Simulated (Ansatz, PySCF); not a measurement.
Potential energy curve for SMILES BO, singlet. The B1–O4 bond (B1 also carries H, H; O4 carries H) is pulled apart rigidly from the PBE0/def2-TZVP optimised geometry.

- RKS-B3LYP = restricted B3LYP/cc-pVTZ in Ansatz (a program for electronic structure)
- RKS-LDA (SVWN5)/6-31G* = PySCF with restricted LDA (SVWN5)/6-31G*, spherical d
- UMP2 = MP2 on UHF/cc-pVTZ, frozen core (Ansatz)

Energies are in kcal/mol, each relative to the lowest point of its own curve near equilibrium.

| R / Å | RKS-B3LYP | RKS-LDA (SVWN5)/6-31G* | UMP2 |
|---|---|---|---|
| 1.09 | 60.9 | 61.0 | 63.9 |
| 1.13 | 39.8 | 39.6 | 42.1 |
| 1.21 | 13.6 | 13.2 | 14.7 |
| 1.27 | 4.0 | 3.6 | 4.5 |
| 1.33 | 0.2 | [?] | 0.3 |
| 1.35 | 0.0 | 0.0 | 0.0 |
| 1.39 | [?] | [?] | [?] |
| 1.43 | 2.7 | 3.2 | 2.5 |
| 1.46 | 4.9 | 5.5 | 4.6 |
| 1.57 | 16.3 | 17.6 | 16.1 |
| 1.68 | 30.5 | 32.6 | 30.7 |
| 1.80 | 47.1 | 50.0 | 47.8 |
| 2.05 | 80.0 | 84.3 | 82.1 |
| 2.19 | 96.2 | 101.2 | [?] |
| 2.43 | 119.7 | 125.7 | 145.8 |
| 2.67 | 138.2 | 144.9 | 155.5 |
| 2.95 | 154.6 | 161.9 | 159.7 |
| 3.28 | 168.5 | 176.2 | 161.6 |
| 3.66 | 179.4 | 187.2 | 162.3 |
| 4.07 | 187.2 | 194.5 | 162.6 |
| 4.73 | 194.6 | 200.2 | [?] |

### Question
What belongs in the gaps?

### Answer

- 1.33, RKS-LDA (SVWN5)/6-31G*: 0.1
- 1.39, RKS-B3LYP: 0.7
- 1.39, RKS-LDA (SVWN5)/6-31G*: 0.9
- 1.39, UMP2: 0.6
- 2.19, UMP2: 118.4
- 4.73, UMP2: 162.8

The restricted form behind RKS-B3LYP, RKS-LDA (SVWN5)/6-31G* keeps the bonding electrons paired and can't separate into open-shell fragments. The unrestricted determinant behind UMP2 is spin-contaminated at 2.19 to 4.73 Å (<S²> up to 1.0, against 0.00 for a pure singlet).
